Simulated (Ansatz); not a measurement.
Cost and result for the atomization energy of CH6GeN, SMILES `C[N][GeH3]` radical (9 atoms, 8 bonds).

```xyz
9

C    -0.248   -0.962   -1.009
N    -0.916   -0.227    0.014
Ge    0.141    0.915    1.038
H    -0.876   -1.779   -1.379
H     0.736   -1.363   -0.721
H    -0.058   -0.292   -1.866
H     1.605    0.425    1.105
H    -0.474    0.978    2.441
H     0.090    2.305    0.377
```

The species carries charge 0 and has multiplicity 2. Correlated methods include outer-core shells of Ge, which these sets cover unevenly. Scalar relativity is left out up to krypton. The structure was optimised at the PBE0-D4/def2-TZVP level. Program: Ansatz. All runs use 4 threads of an Arm Neoverse V1 on a shared host. Times are those of one run each, without the atoms' runs, and a repeat can differ threefold. Electronic energies, without spin–orbit coupling; frozen cores. CCSD(T)/CBS adds CCSD(T) − MP2 in def2-TZVPP to the MP2 limit, and its time is that of the two runs behind it. T1 = 0.014; ⟨S²⟩ of the reference is 0.76. With those shells the extrapolation isn't a true limit. B3LYP takes the VWN-RPA correlation (the form of Gaussian; ORCA's B3LYP/G). HSE06 is the plane-wave form, built on full-range PBE exchange.

CCSD(T)/CBS is a level of theory with its own doubt, some kJ/mol a heavy atom from the limit and from the frozen cores, so smaller differences don't rank the functionals.

```tsv
level	functions	wall time	atomization (kcal/mol)	difference from CCSD(T)/CBS	per bond
BHLYP-D4/def2-TZVPP	194	4.8 s	644.4	-12.5	-1.6
B3LYP-D4/def2-TZVPP (with forces)	194	6 s	660.8	3.9	0.5
CAM-B3LYP-D4/def2-TZVPP	194	6 s	663.2	6.3	0.8
HSE06-D4/def2-TZVPP	194	6.5 s	656.7	-0.2	0.0
B2PLYP/def2-TZVPP	194	7.5 s	650.4	-6.5	-0.8
r2SCANh-D4/def2-TZVPP	194	9.5 s	656.0	-0.9	-0.1
ωB97X-V/def2-TZVPP	194	12 s	662.6	5.7	0.7
CCSD(T)/def2-SVP	90	12 s	616.1	-40.8	-5.1
B97M-V/def2-TZVPP	194	13 s	664.3	7.4	0.9
ωB97M-V/def2-TZVPP (with forces)	194	16 s	656.3	-0.6	-0.1
MP2/def2-QZVPP	383	29 s	645.4	-11.5	-1.4
CCSD(T)/def2-TZVPP	194	3.9 min	641.8	-15.1	-1.9
CCSD(T)/CBS(def2)	–	4.4 min	656.9	0.0	0.0
```

From PBE to PBE0 (25 % exact exchange), in def2-TZVPP and without D4, the atomization energy moves by −9.7 kcal/mol: exact exchange takes away binding that semilocal exchange gives to molecules. In def2-TZVPP, CCSD(T) changes the Hartree–Fock value by +173.5 kcal/mol (the triples alone add +8.0 kcal/mol) and MP2 by +168.2 kcal/mol; breaking electron pairs costs correlation energy, which Hartree–Fock lacks. The D4 term adds +5.3 kcal/mol with B3LYP and +2.7 kcal/mol with PBE0; it sums over pairs of atoms, weighted by their polarisabilities, and B3LYP, whose exchange is more repulsive, gets the larger term.
